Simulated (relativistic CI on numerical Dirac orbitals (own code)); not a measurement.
## Mn2+ in a cubic cluster: L2,3 absorption with charge transfer

Computed with a charge-transfer multiplet model of a cubic metal-ligand cluster with up to 3 ligand holes, Slater and spin-orbit integrals from Dirac-Coulomb-Breit ions, Slater integrals scaled by 0.7. The ground state mixes d5 with configurations of k ligand holes L, whose averages lie at kΔ + k(k − 1)U_dd/2; a core hole lowers each added d electron by U_cd. 300 K, Lorentzian 0.4 eV and Gaussian 0.3 eV FWHM.

Atomic integrals in eV (Slater integrals scaled, ζ unscaled), ground: F2dd 7.178, F4dd 4.458, zeta_d 0.037; with the core hole: F2dd 7.764, F4dd 4.828, zeta_d 0.052, zeta_core 6.792, F2cd 4.448, G1cd 3.278, G3cd 1.861.

Cluster parameters (eV): Δ = 5.4, U_cd = 6.9, 10Dq = 0.75, 10Dq(ligand) = 0.7, V(eg) = 2.75, V(t2g) = -1.19, final-state hopping factor = 0.9.

| Case | n_d | d5 | d6L | d7L2 | d8L3 | S |
| --- | --- | --- | --- | --- | --- | --- |
| U_dd = 4.6 eV | 5.25 | 0.77 | 0.22 | 0.01 | 0.00 | 2.50 |
| U_dd = 6 eV | 5.24 | 0.77 | 0.21 | 0.01 | 0.00 | 2.50 |
| U_dd = 7.4 eV | 5.23 | 0.78 | 0.21 | 0.01 | 0.00 | 2.50 |

Weights, n_d and S are thermal averages at 300 K. Photon energies count from the first peak over 30 % of the highest in each spectrum, which can be another peak from case to case. The parameters are a model scan and need not match a compound or its usual spin state. Peaks in eV (height, largest 100):
- U_dd = 4.6 eV: 0.0 (40), 1.5 (100), 10.8 (16), 12.3 (22), 13.2 (16)
- U_dd = 6 eV: 0.0 (38), 1.4 (100), 10.8 (15), 12.3 (23), 13.2 (17)
- U_dd = 7.4 eV: 0.0 (36), 1.3 (100), 4.0 (9), 10.8 (16), 12.3 (23), 13.0 (17)

For the case U_dd = 6 eV, Δ = 5.4 eV is smaller than U_dd = 6 eV, the charge-transfer side of the Zaanen-Sawatzky-Allen scheme. With the core hole the configuration with one ligand hole lies at Δ + U_dd − U_cd = 3.1, 4.5, 5.9 eV from the one without, in the order of the table; where this is negative the screened configuration lies lower, though the effective hopping of about 3.8 eV (from the holes of the mixed ground state) mixes the two strongly wherever it is as large as the gap.
